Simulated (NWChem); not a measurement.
System: CH$_{5}$NSn, singlet; SMILES [CH3][Sn][NH2]

NWChem printed, in part:

```
             Northwest Computational Chemistry Package (NWChem) 7.3.0
             --------------------------------------------------------

 C1  symmetry detected

                             Geometry "geometry" -> ""
                             -------------------------

 Output coordinates in angstroms (scale by  1.889725989 to convert to a.u.)

  No.       Tag          Charge          X              Y              Z
 ---- ---------------- ---------- -------------- -------------- --------------
    1 Sn                  50.0000     0.40062409     0.07731475    -0.00052949
    2 C                    6.0000    -0.86287104    -1.73608902    -0.00166979
    3 H                    1.0000    -0.43037843    -2.51339160    -0.65139499
    4 H                    1.0000    -1.89049478    -1.52324002    -0.33534707
    5 H                    1.0000    -0.90672733    -2.14892073     1.02066512
    6 N                    7.0000    -1.19246723     1.33478097    -0.00098427
    7 H                    1.0000    -2.16683895     1.04634829    -0.00782697
    8 H                    1.0000    -1.11226831     2.34653388     0.01728701

 Effective nuclear repulsion energy (a.u.)     241.0018814082

 Summary of "ao basis" -> "ao basis" (spherical)
 ------------------------------------------------------------------------------
       Tag                 Description            Shells   Functions and Types
 ---------------- ------------------------------  ------  ---------------------
 Sn                        def2-svpd                12       32   5s4p3d
 C                         def2-svpd                 8       20   4s2p2d
 H                         def2-svpd                 4        8   2s2p
 N                         def2-svpd                 8       20   4s2p2d

            General Information
            -------------------
          SCF calculation type: DFT
          Wavefunction type:  closed shell.
          No. of atoms     :     8
          No. of electrons :    40
           Alpha electrons :    20
            Beta electrons :    20
          Charge           :     0
          Spin multiplicity:     1
          Use of symmetry is: off; symmetry adaption is: off
          Maximum number of iterations: 150
          AO basis - number of functions:   112
                     number of shells:    48
          Convergence on energy requested:  1.00D-06
          Convergence on density requested:  1.00D-05
          Convergence on gradient requested:  5.00D-04

              XC Information
              --------------
          PerdewBurkeErnzerhof Exchange Functional  1.000
            Perdew 1991 LDA Correlation Functional  1.000 local
           PerdewBurkeErnz. Correlation Functional  1.000 non-local

             Grid Information
             ----------------
          Grid used for XC integration:  medium
          Radial quadrature: Mura-Knowles
          Angular quadrature: Lebedev.
          Tag              B.-S. Rad. Rad. Pts. Rad. Cut. Ang. Pts.
          ---              ---------- --------- --------- ---------
          Sn                  1.45      123          10.0       590
          C                   0.70       49          11.0       434
          H                   0.35       45          12.0       434
          N                   0.65       49          11.0       434
          Grid pruning is: on
          Number of quadrature shells:   446
          Spatial weights used:  Erf1

      Superposition of Atomic Density Guess
      -------------------------------------

 Sum of atomic energies:        -343.45869080

      Non-variational initial energy
      ------------------------------

 Total energy =    -308.705124
 1-e energy   =    -746.750843
 2-e energy   =     315.100816
 HOMO         =      -0.236054
 LUMO         =      -0.042274

   convergence    iter        energy       DeltaE   RMS-Dens  Diis-err
 ---------------- ----- ----------------- --------- --------- ---------
 d= 0,ls=0.0,diis     1   -309.9133234884 -4.33D+02  2.05D-02  4.61D-01
 d= 0,ls=0.0,diis     2   -309.3405037841  5.73D-01  1.40D-02  3.93D+00
 d= 0,ls=0.0,diis     3   -309.9597995568 -6.19D-01  3.72D-03  1.19D-01
 d= 0,ls=0.0,diis     4   -309.9692074684 -9.41D-03  1.87D-03  6.02D-02
 d= 0,ls=0.0,diis     5   -309.9779341478 -8.73D-03  3.57D-04  1.18D-03
  Resetting Diis
 d= 0,ls=0.0,diis     6   -309.9780773728 -1.43D-04  1.14D-04  6.66D-05
 d= 0,ls=0.0,diis     7   -309.9780848319 -7.46D-06  6.77D-05  4.43D-06
 d= 0,ls=0.0,diis     8   -309.9780807517  4.08D-06  4.10D-05  3.33D-05
 d= 0,ls=0.0,diis     9   -309.9780856086 -4.86D-06  9.96D-06  8.21D-07
 d= 0,ls=0.0,diis    10   -309.9780857289 -1.20D-07  1.41D-06  2.61D-08

         Total DFT energy =     -309.978085728934
      One electron energy =     -750.044234301997
           Coulomb energy =      349.188091468342
    Exchange-Corr. energy =      -32.066845670228
 Nuclear repulsion energy =      122.944902774949

 Numeric. integr. density =       39.999996185811

                       DFT Final Molecular Orbital Analysis
                       ------------------------------------

 Vector   18  Occ=2.000000D+00  E=-2.768798D-01
              MO Center= -4.3D-01, -1.4D-01, -1.0D-02, r^2= 3.5D+00
   Bfn.  Coefficient  Atom+Function         Bfn.  Coefficient  Atom+Function
  ----- ------------  ---------------      ----- ------------  ---------------
    80      0.590242  6 N  s                  3      0.344889  1 Sn s
    13     -0.279507  1 Sn py                38      0.265624  2 C  py
    81      0.252655  6 N  px                82     -0.241991  6 N  py
    79     -0.209127  6 N  s                 16     -0.176508  1 Sn py
    98     -0.176934  7 H  s                 84     -0.168178  6 N  px

 Vector   19  Occ=2.000000D+00  E=-2.230928D-01
              MO Center= -1.0D+00,  1.2D+00, -5.5D-04, r^2= 1.6D+00
   Bfn.  Coefficient  Atom+Function         Bfn.  Coefficient  Atom+Function
  ----- ------------  ---------------      ----- ------------  ---------------
    83      0.541932  6 N  pz                86     -0.377795  6 N  pz
    14     -0.184998  1 Sn pz                17     -0.147195  1 Sn pz
   104     -0.063766  7 H  pz                11      0.063104  1 Sn pz
   112     -0.063332  8 H  pz                70      0.060672  5 H  s
     8      0.059005  1 Sn pz                54     -0.057452  3 H  s

 Vector   20  Occ=2.000000D+00  E=-1.923390D-01
              MO Center=  2.5D-01, -3.1D-01,  3.0D-03, r^2= 3.7D+00
   Bfn.  Coefficient  Atom+Function         Bfn.  Coefficient  Atom+Function
  ----- ------------  ---------------      ----- ------------  ---------------
     3      0.380792  1 Sn s                 12      0.341308  1 Sn px
    38     -0.272810  2 C  py                15      0.245287  1 Sn px
    37     -0.209903  2 C  px                13      0.197024  1 Sn py
    80      0.183803  6 N  s                 36      0.176975  2 C  s
    41     -0.174243  2 C  py                 4      0.162898  1 Sn s

 Vector   21  Occ=0.000000D+00  E=-8.868539D-02
              MO Center=  3.5D-01,  1.3D-01, -8.2D-03, r^2= 3.7D+00
   Bfn.  Coefficient  Atom+Function         Bfn.  Coefficient  Atom+Function
  ----- ------------  ---------------      ----- ------------  ---------------
    17      0.582807  1 Sn pz                14      0.534512  1 Sn pz
    83      0.244675  6 N  pz                86     -0.191077  6 N  pz
    11     -0.167176  1 Sn pz                 8     -0.155024  1 Sn pz
    70     -0.149966  5 H  s                 54      0.104946  3 H  s
    69     -0.087983  5 H  s                 62      0.083590  4 H  s

 Vector   22  Occ=0.000000D+00  E=-1.806687D-02
              MO Center=  1.8D-01,  6.9D-01,  1.9D-02, r^2= 6.9D+00
   Bfn.  Coefficient  Atom+Function         Bfn.  Coefficient  Atom+Function
  ----- ------------  ---------------      ----- ------------  ---------------
    80      2.232743  6 N  s                 36     -1.064871  2 C  s
   106     -0.847408  8 H  s                 98     -0.618865  7 H  s
     5      0.540693  1 Sn s                111      0.437517  8 H  py
     4     -0.412828  1 Sn s                 54      0.414194  3 H  s
    28      0.382408  1 Sn d -2             102     -0.359128  7 H  px

 Vector   23  Occ=0.000000D+00  E=-3.350701D-04
              MO Center= -7.6D-01, -8.7D-01,  1.4D-02, r^2= 9.6D+00
   Bfn.  Coefficient  Atom+Function         Bfn.  Coefficient  Atom+Function
  ----- ------------  ---------------      ----- ------------  ---------------
    36      1.998950  2 C  s                  4     -1.170489  1 Sn s
    35      1.115761  2 C  s                  5      0.973116  1 Sn s
    62     -0.859983  4 H  s                 70     -0.813367  5 H  s
    54     -0.792914  3 H  s                 80      0.560571  6 N  s
    98     -0.356387  7 H  s                 66     -0.341407  4 H  px

     Multipole analysis of the density
     ---------------------------------

     L   x y z        total         alpha         beta         nuclear
     -   - - -        -----         -----         ----         -------
     0   0 0 0     -0.000000    -20.000000    -20.000000     40.000000

     1   1 0 0     -0.201619     10.498167     10.498167    -21.197953
     1   0 1 0      0.143153      2.117028      2.117028     -4.090903
     1   0 0 1      0.007624     -0.010196     -0.010196      0.028017

     2   2 0 0    -28.895537    -65.274370    -65.274370    101.653203
     2   1 1 0     -1.697325     -0.063756     -0.063756     -1.569813
     2   1 0 1     -0.025903     -0.010772     -0.010772     -0.004359
     2   0 2 0    -28.223906   -104.358716   -104.358716    180.493527
     2   0 1 1      0.006834      0.013474      0.013474     -0.020114
     2   0 0 2    -28.402761    -17.020593    -17.020593      5.638425

                                 NWChem DFT Module
                                 -----------------

            General Information
            -------------------
          SCF calculation type: DFT
          Wavefunction type:  spin polarized.
          No. of atoms     :     8
          No. of electrons :    39
           Alpha electrons :    20
            Beta electrons :    19
          Charge           :     1
          Spin multiplicity:     2
          Use of symmetry is: off; symmetry adaption is: off
          Maximum number of iterations: 150
          AO basis - number of functions:   112
                     number of shells:    48
          Convergence on energy requested:  1.00D-06
          Convergence on density requested:  1.00D-05
          Convergence on gradient requested:  5.00D-04

              XC Information
              --------------
          PerdewBurkeErnzerhof Exchange Functional  1.000
            Perdew 1991 LDA Correlation Functional  1.000 local
           PerdewBurkeErnz. Correlation Functional  1.000 non-local

             Grid Information
             ----------------
          Grid used for XC integration:  medium
          Radial quadrature: Mura-Knowles
          Angular quadrature: Lebedev.
          Tag              B.-S. Rad. Rad. Pts. Rad. Cut. Ang. Pts.
          ---              ---------- --------- --------- ---------
          Sn                  1.45      123          10.0       590
          C                   0.70       49          11.0       434
          H                   0.35       45          12.0       434
          N                   0.65       49          11.0       434
          Grid pruning is: on
          Number of quadrature shells:   446
          Spatial weights used:  Erf1

      Superposition of Atomic Density Guess
      -------------------------------------

 Sum of atomic energies:        -343.45869080

 Renormalizing density from      40.00 to     39

      Non-variational initial energy
      ------------------------------

 Total energy =    -305.594456
 1-e energy   =    -728.082072
 2-e energy   =     299.542713
 HOMO         =      -0.533342
 LUMO         =      -0.321940

   convergence    iter        energy       DeltaE   RMS-Dens  Diis-err
 ---------------- ----- ----------------- --------- --------- ---------
 d= 0,ls=0.0,diis     1   -309.5145895391 -4.32D+02  1.44D-02  3.62D-01
                                                     1.43D-02  3.51D-01
 d= 0,ls=0.0,diis     2   -308.1267993574  1.39D+00  1.16D-02  2.03D+00
                                                     1.20D-02  1.78D+00
 d= 0,ls=0.0,diis     3   -309.5557069323 -1.43D+00  3.63D-03  2.08D-01
                                                     4.22D-03  1.95D-01
 d= 0,ls=0.0,diis     4   -309.6607320023 -1.05D-01  2.10D-03  2.25D-02
                                                     3.47D-03  2.21D-02
 d= 0,ls=0.0,diis     5   -309.6619872131 -1.26D-03  1.34D-03  2.32D-02
                                                     2.32D-03  1.96D-02
  Resetting Diis
 d= 0,ls=0.0,diis     6   -309.6767185223 -1.47D-02  2.45D-04  2.91D-04
                                                     3.33D-04  2.93D-04
 d= 0,ls=0.0,diis     7   -309.6769437347 -2.25D-04  7.45D-05  1.02D-05
                                                     1.00D-04  8.85D-06
 d= 0,ls=0.0,diis     8   -309.6769306571  1.31D-05  4.78D-05  3.18D-05
                                                     8.47D-05  3.12D-05
 d= 0,ls=0.0,diis     9   -309.6769475650 -1.69D-05  2.03D-05  7.65D-06
                                                     2.13D-05  7.15D-06
 d= 0,ls=0.0,diis    10   -309.6769513004 -3.74D-06  8.22D-06  6.98D-07
                                                     8.71D-06  5.03D-07
 d= 0,ls=0.0,diis    11   -309.6769516592 -3.59D-07  2.10D-06  4.17D-08
                                                     4.38D-06  8.55D-08

         Total DFT energy =     -309.676951659151
      One electron energy =     -740.461674261014
           Coulomb energy =      339.635321659821
    Exchange-Corr. energy =      -31.795501832907
 Nuclear repulsion energy =      122.944902774949

 Numeric. integr. density =       38.999995607226

                    DFT Final Alpha Molecular Orbital Analysis
                    ------------------------------------------

 Vector   18  Occ=1.000000D+00  E=-5.093437D-01
              MO Center= -6.0D-01, -1.2D-01, -1.3D-02, r^2= 3.4D+00
   Bfn.  Coefficient  Atom+Function         Bfn.  Coefficient  Atom+Function
  ----- ------------  ---------------      ----- ------------  ---------------
    80      0.566477  6 N  s                 13     -0.313979  1 Sn py
    38      0.313281  2 C  py                82     -0.270394  6 N  py
    81      0.254731  6 N  px                 3      0.225528  1 Sn s
    98     -0.197294  7 H  s                 79     -0.180591  6 N  s
   105      0.171584  8 H  s                 16     -0.161711  1 Sn py

 Vector   19  Occ=1.000000D+00  E=-4.513229D-01
              MO Center=  2.3D-01, -2.5D-01,  1.5D-03, r^2= 3.4D+00
   Bfn.  Coefficient  Atom+Function         Bfn.  Coefficient  Atom+Function
  ----- ------------  ---------------      ----- ------------  ---------------
     3      0.439313  1 Sn s                 12      0.426392  1 Sn px
    38     -0.270051  2 C  py                80      0.259057  6 N  s
    37     -0.223580  2 C  px                15      0.197863  1 Sn px
    41     -0.183773  2 C  py                13      0.177511  1 Sn py
     4      0.175541  1 Sn s                  2     -0.161702  1 Sn s

[...]
```

Level: PBE/def2-SVPD with def2 effective core potentials on Sn, vertical spin-unrestricted ions. Low-valent species are run as closed-shell singlets; no triplet was tried in these runs. Coordinates come from a PBE0/def2-SVP optimisation. def2 effective core potentials on Sn; no spin-orbit coupling.

Task: Which NWChem input produces such a log?

Result: Several could match; the one computed here: the input that was run:
```
start job
memory heap 200 mb stack 900 mb global 1100 mb
geometry units angstroms noautoz
  Sn     0.373563     0.097860     0.178333
  C     -0.790487    -1.775183     0.031527
  H     -0.234578    -2.537286    -0.537293
  H     -1.769590    -1.616534    -0.446849
  H     -0.958735    -2.178676     1.044645
  N     -1.260840     1.275679    -0.067900
  H     -2.209850     0.939793    -0.206468
  H     -1.231663     2.290284    -0.056279
end
basis spherical
  * library def2-svpd
end
ecp
  Sn library def2-ecp
end
dft
  xc xpbe96 cpbe96
  iterations 150
  vectors input atomic output neutral.movecs
end
task dft energy
charge 1
dft
  odft
  mult 2
  vectors input atomic output cation.movecs
end
task dft energy
charge -1
dft
  odft
  mult 2
  vectors input atomic output anion.movecs
end
task dft energy
```
